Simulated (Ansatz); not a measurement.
Consider the ligand exchange at the Hf–N bond: `C[N](C)[Hf]([F])([F])[F]` + HI → `[F][Hf]([F])([F])[I]` + `CNC`.

Isolated molecules relaxed with PBE0-D4/def2-TZVP in Ansatz; ΔE leaves out vibrations. CBS: MP2 limit from def2 TZ/QZ plus the TZ coupled-cluster correction, frozen cores. Functionals use def2-TZVPP. Elements past krypton have def2 core potentials. For Hf, I outer-core shells are correlated without core-valence functions, which leaves a few kJ/mol of doubt a bond. One conformer a species, not always the lowest.

`C[N](C)[Hf]([F])([F])[F]`:

Z-matrix (Å, degrees):
```
Hf
F 1 1.912
N 1 2.009 2 107.5
F 1 1.912 2 114.8 3 119.6
C 1 3.053 2 128.1 3 12.6
C 1 3.057 2 87.0 3 -11.0
F 1 1.916 2 109.2 3 -117.7
H 5 1.098 1 122.2 2 -112.0
H 5 1.094 1 77.8 2 144.6
H 5 1.098 1 125.7 2 41.9
H 6 1.098 1 122.2 2 -127.5
H 6 1.094 1 78.0 2 -23.9
H 6 1.098 1 125.7 2 78.9
```

HI:

Z-matrix (Å, degrees):
```
I
H 1 1.610
```

`[F][Hf]([F])([F])[I]`:

Cartesian coordinates in Å:
```
F 1.499 -0.719 -1.009
Hf -0.015 -0.142 -0.039
F -1.545 -0.367 -1.122
F -0.197 -1.229 1.494
I 0.259 2.458 0.676
```

`CNC`:

Cartesian coordinates in Å:
```
C -0.993 0.613 -0.312
N 0.397 0.279 -0.519
C 0.932 -0.560 0.528
H -1.366 1.199 -1.155
H -1.090 1.231 0.586
H -1.651 -0.263 -0.181
H 0.511 -0.176 -1.415
H 0.938 -0.005 1.472
H 1.964 -0.830 0.299
H 0.359 -1.488 0.697
```

| level | ΔE (kJ/mol) |
| --- | --- |
| r2SCAN | -80.8 |
| CAM-B3LYP | -75.5 |
| CCSD(T)/def2-TZVPP | -70.7 |
| MP2/def2-QZVPP | -79.6 |

Task: What does CCSD(T)/CBS give? (Best estimate.)

Result: Computed: -76.6 kJ/mol. The listed levels differ from it by -4.2, 1.1, 5.9, -3.0 kJ/mol.

Largest T1 diagnostic among the species: 0.015.

From r2SCAN to r2SCAN0 (25 % exact exchange), in def2-TZVPP and without D4, ΔE moves by −4.7 kJ/mol. Leaving LDA and LC-ωPBE aside and taking each functional with its dispersion term where it has one, the values, not all of them listed here, spread over 17.7 kJ/mol, from r2SCAN0-D4 to BLYP-D4. LDA lies +8.6 kJ/mol from PBE without D4.
